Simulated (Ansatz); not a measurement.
Species: sum formula H3BPO2, net charge 0, doublet state. It need not be the lowest isomer of its formula. 
Geometry from a B3LYP-D3(BJ)/def2-TZVP (Ansatz, a program for electronic structure) optimisation:
SMILES: B([PH])(O)O
```xyz
7

O     -0.5823     1.3612     0.8032
B     -0.4412     0.1605     0.1762
O     -1.5799    -0.5798     0.0575
P      1.2461    -0.5381    -0.5396
H      0.2330     1.8627     0.8740
H     -1.4653    -1.4239    -0.3866
H      2.0437     0.5786    -0.1595
```
Charge 0, spin multiplicity 2.

Computed values are from Ansatz. Correlated levels leave the core frozen unless marked. Open shells are spin-unrestricted. Spin-orbit coupling is left out. Non-relativistic. Basis-set limits of correlation are two-point, X^-3; Hartree-Fock from the larger set.

- atomisation energy De = 626.3 kcal/mol at CCSD(T)/CBS(aug-cc-pV(T+d)Z,aug-cc-pV(Q+d)Z)
- total energy = -517.9390 Eh at CCSD(T)/CBS(aug-cc-pV(T+d)Z,aug-cc-pV(Q+d)Z)
- dipole moment = 1.51 D at CCSD(T)/aug-cc-pV(D+d)Z
- T1 diagnostic = 0.015 at CCSD/aug-cc-pV(Q+d)Z
